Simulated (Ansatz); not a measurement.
Geometry optimisation, RKS r2SCAN-D4/def2-SVP (Ansatz 0.2.0).

The input (input.yaml):

```yaml
crystal:
  periodic: [false, false, false]
  atoms:
    - { symbol: Sn, position_ang: [0.26504, 0.398844, -0.273717] }
    - { symbol: H, position_ang: [-0.125616, -0.316171, 2.558648] }
    - { symbol: O, position_ang: [1.736612, -0.033686, -1.50318] }
    - { symbol: H, position_ang: [1.907807, -0.987718, -1.47379] }
    - { symbol: O, position_ang: [-1.137867, 1.551999, -1.032122] }
    - { symbol: H, position_ang: [-1.501178, 1.158626, -1.839745] }
    - { symbol: O, position_ang: [-0.41638, -1.380328, 0.255277] }
    - { symbol: H, position_ang: [-1.205145, -1.310922, 0.813932] }
    - { symbol: F, position_ang: [0.960843, 1.551646, 1.06425] }
    - { symbol: H, position_ang: [0.160585, 0.33871, 2.615146] }
basis:
  gaussian: { orbitals: def2-SVP }
hamiltonian:
  xc: r2scan
  dispersion: d4
relax:
  f_tol: 0.03
  max_steps: 50
output:
  orbitals: {}
```

Command:

```bash
$ ansatz run input.yaml --threads 4 --pin off --max-ram 5120MiB --backend cpu --events-out ev --progress --plain --runs-dir out
```

Question: Where does it end, and by what steps?

Answer: It converged. The force dipped under the threshold on the way, but the program's further checks kept it going. After 27 steps the energy has fallen by 0.200 eV; H2 moved furthest, 0.87 Å.

| step | energy less start (eV) | largest force component (eV/Å) | accepted |
| --- | --- | --- | --- |
| 0 | 0.0000 | 1.599 | yes |
| 1 | -0.0960 | 0.150 | yes |
| 2 | -0.1220 | 0.088 | yes |
| 3 | -0.1370 | 0.576 | yes |
| 4 | -0.1501 | 0.590 | yes |
| 5 | -0.1730 | 0.295 | yes |
| 6 | -0.1803 | 0.080 | yes |
| 7 | -0.1507 | 1.670 | no |
| 8 | -0.1848 | 0.149 | yes |
| 9 | -0.1892 | 0.016 | yes |
| 10 | -0.1808 | 0.881 | no |
| 11 | -0.1904 | 0.223 | yes |
| 12 | -0.1916 | 0.135 | yes |
| 13 | -0.1938 | 0.132 | yes |
| 14 | -0.1971 | 0.017 | yes |
| 15 | -0.0608 | 2.581 | no |
| 16 | -0.1948 | 0.457 | no |
| 17 | -0.1978 | 0.081 | yes |
| 18 | -0.1979 | 0.097 | yes |
| 19 | -0.1702 | 1.285 | no |
| 20 | -0.1980 | 0.123 | yes |
| 21 | -0.1982 | 0.184 | yes |
| 22 | -0.1853 | 0.778 | no |
| 23 | -0.1992 | 0.060 | yes |
| 24 | -0.1985 | 0.091 | no |
| 25 | -0.1995 | 0.014 | yes |
| 26 | -0.1997 | 0.101 | yes |
| 27 | -0.2004 | 0.007 | yes |

```xyz
10
Properties=species:S:1:pos:R:3
Sn 0.106 0.231 -0.532
H -0.389 -0.211 3.380
O 1.433 -0.070 -1.951
H 2.070 -0.755 -1.698
O -1.339 1.310 -1.301
H -1.036 1.760 -2.105
O -0.516 -1.429 0.312
H -0.574 -1.291 1.271
F 0.904 1.218 0.940
H -0.015 0.209 2.868
```

Whether the end is a true minimum wasn't checked by a vibrational analysis.

Run time: 45 s on 4 threads of Arm Neoverse V2, on a shared host, peak memory 0.18 GiB.
